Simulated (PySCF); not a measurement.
Fractional electron number in Se (selenium, neutral)

The 4p beta orbital of [Ar] 3d10 4s2 4p4 is emptied in steps (occupation f), with all orbitals relaxed, ending at [Ar] 3d10 4s2 4p3. Computed with PySCF 2.14 in x2c-TZVPall (6s5p4d1f, 48 functions), with the spin-free X2C one-electron Hamiltonian (Gaussian nucleus). The exact energy is a straight line in f; departures are measured from the line between the end points of the same method.

```json
{"f": "1", "UHF (eV)": "0.000", "LDA (eV)": "0.000", "PBE (eV)": "0.000", "PBE0 (eV)": "0.000", "r2SCAN (eV)": "0.000", "LC-wPBE (eV)": "0.000", "BHandHLYP (eV)": "0.000", "wB97X (eV)": "0.000", "MN15 (eV)": "0.000", "BLYP (eV)": "0.000"}
{"f": "0.8", "UHF (eV)": "0.135", "LDA (eV)": "-0.666", "PBE (eV)": "-0.642", "PBE0 (eV)": "-0.450", "r2SCAN (eV)": "-0.595", "LC-wPBE (eV)": "-0.022", "BHandHLYP (eV)": "-0.285", "wB97X (eV)": "-0.111", "MN15 (eV)": "-0.337", "BLYP (eV)": "-0.664"}
{"f": "0.6", "UHF (eV)": "0.196", "LDA (eV)": "-1.002", "PBE (eV)": "-0.962", "PBE0 (eV)": "-0.674", "r2SCAN (eV)": "-0.881", "LC-wPBE (eV)": "-0.030", "BHandHLYP (eV)": "-0.432", "wB97X (eV)": "-0.179", "MN15 (eV)": "-0.501", "BLYP (eV)": "-1.000"}
{"f": "0.4", "UHF (eV)": "0.190", "LDA (eV)": "-1.005", "PBE (eV)": "-0.961", "PBE0 (eV)": "-0.671", "r2SCAN (eV)": "-0.865", "LC-wPBE (eV)": "-0.027", "BHandHLYP (eV)": "-0.437", "wB97X (eV)": "-0.195", "MN15 (eV)": "-0.498", "BLYP (eV)": "-1.003"}
{"f": "0.2", "UHF (eV)": "0.123", "LDA (eV)": "-0.671", "PBE (eV)": "-0.639", "PBE0 (eV)": "-0.445", "r2SCAN (eV)": "-0.558", "LC-wPBE (eV)": "-0.016", "BHandHLYP (eV)": "-0.295", "wB97X (eV)": "-0.143", "MN15 (eV)": "-0.329", "BLYP (eV)": "-0.671"}
{"f": "0", "UHF (eV)": "0.000", "LDA (eV)": "0.000", "PBE (eV)": "0.000", "PBE0 (eV)": "0.000", "r2SCAN (eV)": "0.000", "LC-wPBE (eV)": "0.000", "BHandHLYP (eV)": "0.000", "wB97X (eV)": "0.000", "MN15 (eV)": "0.000", "BLYP (eV)": "0.000"}
```

Question: For LDA, how does the orbital energy at f = 1 compare with the removal energy?

Answer: −ε = 5.743 eV against a total-energy difference of 9.888 eV. By Janak's theorem ε = ∂E/∂f, so the gap between them reflects the curvature. Along the path −ε is 7.379 (f = 0.8), 9.037 (f = 0.6), 10.714 (f = 0.4), 12.400 (f = 0.2) eV.

| method | E(f=0) − E(f=1) (eV) | −ε at f=1 (eV) | −ε at f=0.4 (eV) |
| --- | --- | --- | --- |
| UHF | 8.543 | 9.416 | 8.355 |
| LDA | 9.888 | 5.743 | 10.714 |
| PBE | 9.631 | 5.625 | 10.441 |
| PBE0 | 9.624 | 6.805 | 10.199 |
| r2SCAN | 9.686 | 5.939 | 10.512 |
| LC-wPBE | 9.723 | 9.581 | 9.761 |
| BHandHLYP | 9.637 | 7.868 | 9.975 |
| wB97X | 9.804 | 9.146 | 9.876 |
| MN15 | 9.508 | 7.390 | 9.940 |
| BLYP | 9.661 | 5.531 | 10.479 |

Reference removal energy between the ground levels: 9.752 eV (measured; NIST Atomic Spectra Database, ionization energies). The calculation has no spin-orbit coupling. UHF lacks correlation.
